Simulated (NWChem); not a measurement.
# C2H5ClOSi; SMILES Cl[SiH](C=C)O

```xyz
10

Si     0.3246    -0.0590     0.4906
O      1.7556     0.2598    -0.2797
Cl    -0.5143    -1.8233    -0.2168
C     -0.9112     1.2968     0.1942
C     -0.5555     2.4631    -0.3577
H      0.6677    -0.2669     1.9168
H      1.7343     0.3076    -1.2406
H     -1.9602     1.1416     0.4776
H     -1.2752     3.2699    -0.5364
H      0.4810     2.6626    -0.6532
```
Atoms are numbered in this order, from 1.

Program: NWChem. Coordinates come from a PBE0/def2-SVP optimisation. Level: M06-2X/def2-SVP with SMD (1 M gas to 1 M solution), gas-phase geometry. Reactions with the solvent are ignored.

Problem. What does the run give for solvent toluene? Quantities: solvation free energy (kcal/mol); cavity-dispersion-structure term (kcal/mol); dipole in solution (D).

Solution. 
```json
{
 "solvation free energy (kcal/mol)": "-4.0",
 "cavity-dispersion-structure term (kcal/mol)": "-1.6",
 "dipole in solution (D)": "2.46"
}
```
